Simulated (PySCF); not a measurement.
InBr3, SMILES [In]([Br])([Br])[Br].

Geometry: PBE-D3(BJ)/def2-SVP. The isomer is the one that the SMILES or the coordinates give; other isomers of the formula were not compared. The def2 effective core potentials stand for the cores of In; spin–orbit coupling is left out.

Two levels are set side by side: PBE/def2-TZVP (PySCF) and r2SCAN/def2-TZVP (PySCF). Same geometry, gas phase. Differences are taken from unrounded values.

```tsv
quantity	PBE
orbital gap (eV)	3.34
highest occupied level (eV)	-7.44
lowest empty level (eV)	-4.10
mean polarisability (bohr³)	104.1
```

These are the PBE values. What does r2SCAN give? (An estimate is asked for; the answer gives what the named calculation found.)


| quantity | r2SCAN | PBE minus r2SCAN |
|---|---|---|
| orbital gap (eV) | 3.81 | -0.47 |
| highest occupied level (eV) | -7.79 | 0.35 |
| lowest empty level (eV) | -3.98 | -0.12 |
| mean polarisability (bohr³) | 100.6 | 3.6 |

Rough cost on one machine, each run with all the roots and properties that it gave: r2SCAN against PBE about 3 times.
